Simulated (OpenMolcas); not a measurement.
# Multiconfigurational calculation on Ta²⁺

Input:

```
&GATEWAY
Coord
1

Ta 0.0 0.0 0.0
Basis=ANO-R2
Group=XYZ
NoMove
AngMom=0.0 0.0 0.0
AMFI
&SEWARD
* reference wave functions (RASSCF and RASSI steps not shown): 3 electrons in 5 orbitals (5d)
>>> COPY JOB001 $Project.JobIph
&CASPT2
Multistate=10 1 2 3 4 5 6 7 8 9 10
Frozen=14 9
IPEA=0.3
Imaginary=0.1
MaxIter=60
WThr=0.0 0.3 0.05
PrWF=0.5
NoMix
>>> COPY JOB002 $Project.JobIph
&CASPT2
Multistate=40 1 2 3 4 5 6 7 8 9 10 11 12 13 14 15 16 17 18 19 20 21 22
23 24 25 26 27 28 29 30 31 32 33 34 35 36 37 38 39 40
Frozen=14 9
IPEA=0.3
Imaginary=0.1
MaxIter=60
WThr=0.0 0.3 0.05
PrWF=0.5
NoMix
```

Launched by
```bash
OMP_NUM_THREADS=1 MOLCAS_MEM=2252 MOLCAS_PROJECT=a pymolcas a.inp > a.log  # once for each step of the input, in one work folder
```

Output, cut to the results:

```
--- CASPT2 ---
Orbital specifications:
      -----------------------

      Symmetry species                           1   2
                                                ag  au
      Frozen orbitals                           14   9
      Inactive orbitals                          1  10
      Active orbitals                            5   0
      Secondary orbitals                        22  20
      Deleted orbitals                           0   0
      Number of basis functions                 42  39
Type of calculation                        MS-CASPT2
      Fock operator                              state-specific
      IPEA shift                                 0.30
      Real shift                                 0.00
      Imaginary shift                            0.10
      The input orbitals will be transformed to quasi-canonical
Reference energy:      -15599.4462907069
      E2 (Non-variational):      -0.8122154205
      Shift correction:          -0.0002045759
      E2 (Variational):          -0.8124199965
      Total energy:          -15600.2587107034
      Residual norm:              0.0000002941
      Reference weight:           0.90409
      Contributions to the CASPT2 correlation energy
      Active & Virtual Only:         -0.0132067304
      One Inactive Excited:          -0.1278505375
      Two Inactive Excited:          -0.6711581526
Reference energy:      -15599.4462907069
      E2 (Non-variational):      -0.8112974311
      Shift correction:          -0.0001960597
      E2 (Variational):          -0.8114934908
      Total energy:          -15600.2577841977
      Residual norm:              0.0000002090
      Reference weight:           0.90475
      Contributions to the CASPT2 correlation energy
      Active & Virtual Only:         -0.0127187250
      One Inactive Excited:          -0.1276706290
      Two Inactive Excited:          -0.6709080770
::    CASPT2 Root  1     Total energy: -15600.25871070
::    CASPT2 Root  2     Total energy: -15600.25778420
::    CASPT2 Root  3     Total energy: -15600.25792243
::    CASPT2 Root  4     Total energy: -15600.25703047
::    CASPT2 Root  5     Total energy: -15600.25734204
::    CASPT2 Root  6     Total energy: -15600.25757506
::    CASPT2 Root  7     Total energy: -15600.25804908
::    CASPT2 Root  8     Total energy: -15600.21803987
::    CASPT2 Root  9     Total energy: -15600.21803989
::    CASPT2 Root 10     Total energy: -15600.21803987
::    MS-CASPT2 Root  1     Total energy: -15600.25935034
::    MS-CASPT2 Root  2     Total energy: -15600.25888684
::    MS-CASPT2 Root  3     Total energy: -15600.25840493
::    MS-CASPT2 Root  4     Total energy: -15600.25754997
::    MS-CASPT2 Root  5     Total energy: -15600.25724058
::    MS-CASPT2 Root  6     Total energy: -15600.25662366
::    MS-CASPT2 Root  7     Total energy: -15600.25642973
::    MS-CASPT2 Root  8     Total energy: -15600.21802554
::    MS-CASPT2 Root  9     Total energy: -15600.21801265
::    MS-CASPT2 Root 10     Total energy: -15600.21800935
--- CASPT2 ---
Orbital specifications:
      -----------------------

      Symmetry species                           1   2
                                                ag  au
      Frozen orbitals                           14   9
      Inactive orbitals                          1  10
      Active orbitals                            5   0
      Secondary orbitals                        22  20
      Deleted orbitals                           0   0
      Number of basis functions                 42  39
Type of calculation                        MS-CASPT2
      Fock operator                              state-specific
      IPEA shift                                 0.30
      Real shift                                 0.00
      Imaginary shift                            0.10
      The input orbitals will be transformed to quasi-canonical
Reference energy:      -15599.3970516322
      E2 (Non-variational):      -0.8212453093
      Shift correction:          -0.0011524761
      E2 (Variational):          -0.8223977855
      Total energy:          -15600.2194494177
      Residual norm:              0.0000003530
      Reference weight:           0.89242
      Contributions to the CASPT2 correlation energy
      Active & Virtual Only:         -0.0222034275
      One Inactive Excited:          -0.1266830843
      Two Inactive Excited:          -0.6723587975
Reference energy:      -15599.3970516322
      E2 (Non-variational):      -0.8212044925
      Shift correction:          -0.0008730597
      E2 (Variational):          -0.8220775522
      Total energy:          -15600.2191291844
      Residual norm:              0.0000004296
      Reference weight:           0.89341
      Contributions to the CASPT2 correlation energy
      Active & Virtual Only:         -0.0219788235
      One Inactive Excited:          -0.1268349104
      Two Inactive Excited:          -0.6723907585
::    CASPT2 Root  1     Total energy: -15600.21944942
::    CASPT2 Root  2     Total energy: -15600.21912918
::    CASPT2 Root  3     Total energy: -15600.21918549
::    CASPT2 Root  4     Total energy: -15600.21905035
::    CASPT2 Root  5     Total energy: -15600.21852544
::    CASPT2 Root  6     Total energy: -15600.21855253
::    CASPT2 Root  7     Total energy: -15600.21891994
::    CASPT2 Root  8     Total energy: -15600.21885802
::    CASPT2 Root  9     Total energy: -15600.21923342
::    CASPT2 Root 10     Total energy: -15600.21392681
::    CASPT2 Root 11     Total energy: -15600.21226703
::    CASPT2 Root 12     Total energy: -15600.20328595
::    CASPT2 Root 13     Total energy: -15600.20129473
::    CASPT2 Root 14     Total energy: -15600.20286386
::    CASPT2 Root 15     Total energy: -15600.21029576
::    CASPT2 Root 16     Total energy: -15600.20265692
::    CASPT2 Root 17     Total energy: -15600.20162847
::    CASPT2 Root 18     Total energy: -15600.20126148
::    CASPT2 Root 19     Total energy: -15600.20950291
...
```

Levels above the lowest, from the spin-orbit matrix with the multistate effective Hamiltonian, averaged by term, added to it:

```json
{"Configuration": "5d3", "Term": "4F", "J": "3/2", "E (cm-1)": "0.0", "Term weight %": "89", "Second": "10 2D(1)"}
{"Configuration": "5d3", "Term": "4F", "J": "5/2", "E (cm-1)": "2670", "Term weight %": "97", "Second": "3 2D(1)"}
{"Configuration": "5d3", "Term": "4F", "J": "7/2", "E (cm-1)": "5180", "Term weight %": "93", "Second": "6 2G"}
{"Configuration": "5d3", "Term": "4F", "J": "9/2", "E (cm-1)": "7280", "Term weight %": "80", "Second": "18 2G"}
{"Configuration": "5d3", "Term": "2P", "J": "3/2", "E (cm-1)": "8410", "Term weight %": "47", "Second": "34 4P"}
{"Configuration": "5d3", "Term": "2P", "J": "1/2", "E (cm-1)": "9760", "Term weight %": "55", "Second": "45 4P"}
{"Configuration": "5d3", "Term": "2G", "J": "7/2", "E (cm-1)": "12790", "Term weight %": "92", "Second": "6 4F"}
{"Configuration": "5d3", "Term": "2H", "J": "9/2", "E (cm-1)": "13790", "Term weight %": "48", "Second": "36 2G"}
{"Configuration": "5d3", "Term": "4P", "J": "5/2", "E (cm-1)": "14630", "Term weight %": "88", "Second": "9 2D(1)"}
{"Configuration": "5d3", "Term": "4P", "J": "1/2", "E (cm-1)": "15030", "Term weight %": "55", "Second": "45 2P"}
{"Configuration": "5d3", "Term": "4P", "J": "3/2", "E (cm-1)": "15630", "Term weight %": "53", "Second": "38 2D(1)"}
{"Configuration": "5d3", "Term": "2H", "J": "11/2", "E (cm-1)": "19060", "Term weight %": "100", "Second": ""}
{"Configuration": "5d3", "Term": "2D(1)", "J": "5/2", "E (cm-1)": "19310", "Term weight %": "86", "Second": "9 4P"}
{"Configuration": "5d3", "Term": "2H", "J": "9/2", "E (cm-1)": "20030", "Term weight %": "50", "Second": "46 2G"}
{"Configuration": "5d3", "Term": "2P", "J": "3/2", "E (cm-1)": "20260", "Term weight %": "46", "Second": "37 2D(1)"}
{"Configuration": "5d3", "Term": "2F", "J": "7/2", "E (cm-1)": "25030", "Term weight %": "97", "Second": "2 2G"}
{"Configuration": "5d3", "Term": "2F", "J": "5/2", "E (cm-1)": "25160", "Term weight %": "91", "Second": "7 2D(2)"}
{"Configuration": "5d3", "Term": "2D(2)", "J": "5/2", "E (cm-1)": "37880", "Term weight %": "91", "Second": "7 2F"}
{"Configuration": "5d3", "Term": "2D(2)", "J": "3/2", "E (cm-1)": "38450", "Term weight %": "98", "Second": ""}
```

Term energies are means over components that CASPT2 splits; among the terms shown or strongly mixed into the levels shown the widest spread is 930 cm-1 (5d3 2P). Configurations with an s electron lie low in 5d ions of this charge, fall among these levels and mix in, so low-spin terms can stand far too high, up to twice their true height, and weights are not those of the real levels. Terms from blocks run as CI alone lack orbitals of their own. The CASPT2 spread within a term exceeds the gap to the next term for 5d3 2P and 5d3 2G, 5d3 2G and 5d3 4P, so the order of their levels is uncertain. Only configurations of the active space appear.

The CASPT2 steps took 14 s on 1 thread of Intel(R) Xeon(R) 6975P-C (Granite Rapids), on a shared host; the integral step is not counted.

The term weight is that of the spin-free term in the level, not the purity of its configuration. A number in round brackets counts repeated terms of one configuration in the order of the reference energies.
